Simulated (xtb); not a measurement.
Al(H)(SH)2 (AlH3S2), SMILES [SH][AlH][SH]. All values are semi-empirical tight-binding results from xtb (GFN2-xTB unless named), good for trends rather than for accurate numbers. The structure is a stationary point at GFN2-xTB. One conformer was computed; it need not be the lowest.

Optimised geometry:

```xyz
6

Al     0.0000     0.0000    -0.6400
H      0.0000     0.0000    -2.1694
S      1.9332     0.0028     0.3774
H      2.5657    -0.0341    -0.7945
S     -1.9332    -0.0028     0.3774
H     -2.5657     0.0341    -0.7945
```
Charge 0, spin multiplicity 1.

For metal compounds this method's bond lengths and energies can be far off.

Problem. Estimate the properties. (An estimate is asked for; the answer gives what the named calculation found.)

Solution. 
```json
{
  "point_group_as_xtb_finds_it": "C2v",
  "orbital_gap": "4.05 eV",
  "zero_point_energy": "14.1 kcal/mol",
  "G − E(el) at 298.15 K (modified RRHO)": "-4.5 kcal/mol"
}
```

Problem. Give the atomic charges and the Wiberg bond orders between heavy atoms. (An estimate is asked for; the answer gives what the named calculation found.)

Solution. charges (e) Al1 0.40, H2 -0.17, S3 -0.31, H4 0.19, S5 -0.31, H6 0.19. Bond orders Al1–S3 1.25, Al1–S5 1.25.
